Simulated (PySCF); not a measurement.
**Worked example: oscillator strength and radiative lifetime**

C8H2F4N2O, SMILES Fc1cc(F)c(F)c(-c2nnco2)c1F.

Geometry optimised at B3LYP-D3(BJ)/def2-SVP. This is a generated structure with no PubChem entry under its InChIKey; it may be hypothetical. The values are those of a single conformer.

TDA-PBE/def2-SVP in PySCF puts the first singlet state with f over 0.02 at 4.10 eV (vertical), with the transition dipole (-0.065, -0.580, 0.186) in atomic units.

Q: Find the oscillator strength, the wavelength and the radiative lifetime that this transition would have in vacuum if emission retraced absorption.

A: 
|μ|² = 0.3752 au, so |μ| = 1.56 D. ΔE = 4.10/27.211 = 0.1507 hartree. f = (2/3) ΔE |μ|² = 0.038 (the program prints 0.038).
λ = 1239.84/4.10 = 302 nm; ν = 33069 cm⁻¹.
Einstein's coefficient A = 0.6670 ν² f s⁻¹ (ν in cm⁻¹) = 2.7e7 s⁻¹, so τ = 1/A = 36 ns. This state is S2; the lower singlet has f = 0.003. The figure is the radiative limit of this one transition; relaxation, internal conversion, crossing to triplets and a medium change what is measured.
